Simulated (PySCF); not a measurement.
Harmonic spectrum computed at PBE0 in the def2-TZVP basis family (core potentials from Rb on, PySCF, no spin–orbit coupling):

```json
{"ω (cm⁻¹)": "97", "IR (km/mol, summed over degenerate members)": "67.0", "degeneracy": "2"}
{"ω (cm⁻¹)": "415", "IR (km/mol, summed over degenerate members)": "39.9", "degeneracy": "1"}
{"ω (cm⁻¹)": "878", "IR (km/mol, summed over degenerate members)": "36.4", "degeneracy": "1"}
```

**Question.** Which molecule gave it? In each, all ligands are bound to the one heavy central atom.
A. CoOCl (quintet)
B. RuOCl (quartet)
C. CuOCl (triplet)
D. LaOCl (singlet)
E. AlOCl (singlet)

**Answer.** A. It has C∞v symmetry with Co–Cl 2.123 Å, Co–O 1.620 Å.
